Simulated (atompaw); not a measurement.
## An all-electron radial function and its pseudo partner (gallium)

Columns: radius, all-electron u(r) and pseudo u(r) of the 4p shell (level -2.58 eV) of gallium in the configuration [Ne] 3s2 3p6 3d10 4s2 4p1; PBE, scalar-relativistic, PAW (atompaw) scheme, atompaw 4.2.0.5.

| r (bohr) | all-electron | pseudo |
| --- | --- | --- |
| 0.054 | 0.0756 | -0.0010 |
| 0.108 | 0.1225 | -0.0040 |
| 0.162 | 0.0950 | -0.0087 |
| 0.215 | 0.0276 | -0.0145 |
| 0.269 | -0.0503 | -0.0212 |
| 0.323 | -0.1181 | -0.0280 |
| 0.377 | -0.1675 | -0.0342 |
| 0.431 | -0.1965 | -0.0389 |
| 0.485 | -0.2066 | -0.0416 |
| 0.538 | -0.2012 | -0.0416 |
| 0.592 | -0.1834 | -0.0382 |
| 0.646 | -0.1566 | -0.0310 |
| 0.700 | -0.1233 | -0.0196 |
| 0.754 | -0.0859 | -0.0041 |
| 0.808 | -0.0460 | 0.0155 |
| 0.862 | -0.0051 | 0.0389 |
| 0.915 | 0.0353 | 0.0652 |
| 0.969 | 0.0758 | 0.0947 |
| 1.023 | 0.1152 | 0.1262 |
| 1.077 | 0.1531 | 0.1588 |
| 1.131 | 0.1893 | 0.1919 |
| 1.185 | 0.2236 | 0.2246 |
| 1.238 | 0.2554 | 0.2557 |
| 1.292 | 0.2859 | 0.2859 |
| 1.346 | 0.3143 | 0.3143 |
| 1.400 | 0.3408 | 0.3408 |

Task: How many radial nodes do the two functions have?

Result: The all-electron 4p function has n − l − 1 = 2; the pseudo-wave has 1, since 1 lower shell of the same l stays in the valence.

Task: Is the pseudo-wave norm-conserving?

Result: No, it belongs to a PAW set: the norm inside the radius is not constrained, and the difference is carried by the augmentation charge.
